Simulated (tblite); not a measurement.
C8H9 (doublet state).
SMILES with atom numbers: `[CH3:1][C@:2]12[CH:3][C@H:4]3[C@@H:5]4[C@H:6]3[C@H:7]1[C@H:8]24` (hydrogens: H9, H10, H11 on C1; H12 on C3; H13 on C4; H14 on C5; H15 on C6; H16 on C7; H17 on C8)

Computed with GFN2-xTB (tblite), gas phase: L-BFGS steps from a force-field or distance-geometry start until the largest atomic force falls under 0.01 eV/Å.

The end geometry, which sets the zero of energy:
```
atom  x, y, z in Å
C1     -2.0696    0.4332   -0.6493
C2     -0.6409    0.2570   -0.2206
C3      0.3013    1.3511   -0.1525
C4      1.5259    0.7348    0.2925
C5      1.1928   -0.4575    1.1959
C6      1.5848   -0.7066   -0.2250
C7      0.1268   -1.0281   -0.5713
C8     -0.2656   -0.7790    0.8511
H9     -2.5850    1.1226    0.0178
H10    -2.1146    0.8333   -1.6612
H11    -2.5917   -0.5204   -0.6305
H12     0.1241    2.3793   -0.3817
H13     2.4388    1.2861    0.4465
H14     1.7009   -0.6808    2.1165
H15     2.4617   -1.1670   -0.6427
H16    -0.2200   -1.7627   -1.2753
H17    -0.9765   -1.2835    1.4799
```

**Question.** These geometries come from the run, each turned onto the end geometry. Order them by energy, lowest first.
A.
```
atom  x, y, z in Å
C1     -2.0675    0.4317   -0.6605
C2     -0.6399    0.2567   -0.2251
C3      0.3022    1.3518   -0.1560
C4      1.5286    0.7343    0.2852
C5      1.1988   -0.4556    1.1912
C6      1.5817   -0.7082   -0.2318
C7      0.1212   -1.0296   -0.5666
C8     -0.2628   -0.7736    0.8568
H9     -2.5872    1.1216    0.0035
H10    -2.1029    0.8342   -1.6725
H11    -2.5869   -0.5246   -0.6500
H12     0.1014    2.3890   -0.3224
H13     2.4438    1.2824    0.4373
H14     1.7093   -0.6831    2.1087
H15     2.4569   -1.1705   -0.6516
H16    -0.2295   -1.7791   -1.2517
H17    -0.9740   -1.2656    1.4954
```
B.
```
atom  x, y, z in Å
C1     -2.0807    0.4379   -0.6687
C2     -0.6094    0.2609   -0.4097
C3      0.3399    1.3638   -0.2999
C4      1.5776    0.7510    0.1512
C5      1.1609   -0.3548    1.1552
C6      1.6160   -0.7137   -0.2180
C7      0.1636   -1.0396   -0.6137
C8     -0.2827   -0.6873    0.7658
H9     -2.4856    1.0965    0.0944
H10    -2.2766    0.8578   -1.6446
H11    -2.5880   -0.5165   -0.5814
H12     0.0219    2.2931    0.1319
H13     2.5048    1.2773    0.3263
H14     1.6216   -0.5435    2.1167
H15     2.4706   -1.3527   -0.4095
H16    -0.1646   -1.8594   -1.2502
H17    -0.9961   -1.2588    1.3444
```
C.
```
atom  x, y, z in Å
C1     -2.0601    0.4341   -0.6712
C2     -0.6094    0.2461   -0.3127
C3      0.3276    1.3495   -0.2272
C4      1.5460    0.7108    0.2143
C5      1.1745   -0.4278    1.1775
C6      1.6054   -0.7472   -0.2157
C7      0.1523   -1.0528   -0.6092
C8     -0.2678   -0.7704    0.7958
H9     -2.4953    1.1120    0.0599
H10    -2.2418    0.8568   -1.6615
H11    -2.5789   -0.5192   -0.6152
H12     0.0514    2.3643   -0.0003
H13     2.4481    1.2818    0.3220
H14     1.6417   -0.5361    2.1320
H15     2.4889   -1.2636   -0.5458
H16    -0.1596   -1.8369   -1.2720
H17    -1.0296   -1.1896    1.4194
```
D.
```
atom  x, y, z in Å
C1     -2.0625    0.4280   -0.6602
C2     -0.6310    0.2516   -0.2405
C3      0.3127    1.3477   -0.1970
C4      1.5298    0.7304    0.2648
C5      1.1916   -0.4446    1.1949
C6      1.5842   -0.7187   -0.2199
C7      0.1272   -1.0455   -0.5659
C8     -0.2615   -0.7714    0.8498
H9     -2.5680    1.1082    0.0218
H10    -2.1081    0.8318   -1.6707
H11    -2.5987   -0.5173   -0.6421
H12     0.0830    2.3965   -0.2511
H13     2.4484    1.2664    0.4256
H14     1.6905   -0.6580    2.1211
H15     2.4575   -1.1681   -0.6587
H16    -0.2103   -1.7914   -1.2666
H17    -0.9916   -1.2337    1.4847
```
E.
```
atom  x, y, z in Å
C1     -2.0625    0.4214   -0.6613
C2     -0.6246    0.2382   -0.2849
C3      0.3198    1.3254   -0.2097
C4      1.5384    0.7159    0.2436
C5      1.1781   -0.4568    1.1906
C6      1.5950   -0.7258   -0.2194
C7      0.1403   -1.0474   -0.5846
C8     -0.2770   -0.7727    0.8287
H9     -2.5214    1.1160    0.0353
H10    -2.1639    0.8487   -1.6533
H11    -2.5913   -0.5273   -0.6302
H12     0.0815    2.3583   -0.1197
H13     2.4496    1.2763    0.3637
H14     1.6658   -0.5775    2.1425
H15     2.4744   -1.1888   -0.6361
H16    -0.1703   -1.8045   -1.2847
H17    -1.0387   -1.1875    1.4697
```

**Answer.** A (0.003 eV), D (0.017 eV), E (0.067 eV), C (0.133 eV), B (0.336 eV).

In the order of the answer:

| step | E above end (eV) | largest force (eV/Å) | rms force component (eV/Å) | rms distance from end (Å) | rms bond change (Å) | bond most changed (Å) |
| --- | --- | --- | --- | --- | --- | --- |
| 24 | 0.003 | 0.05 | 0.019 | 0.021 | 0.001 | C2–C7 -0.004 |
| 18 | 0.017 | 0.22 | 0.073 | 0.042 | 0.003 | C3–H12 +0.007 |
| 12 | 0.067 | 0.32 | 0.108 | 0.088 | 0.007 | C4–C6 -0.017 |
| 9 | 0.133 | 0.38 | 0.138 | 0.132 | 0.005 | C4–C6 -0.011 |
| 4 | 0.336 | 0.78 | 0.253 | 0.189 | 0.010 | C4–C6 -0.022 |

What follows is the cost of the whole relaxation. The run took 0.17 s on one thread, AMD EPYC 9R45 (x86_64), no GPU, shared host with 96 logical CPUs at a one-minute load of 61.
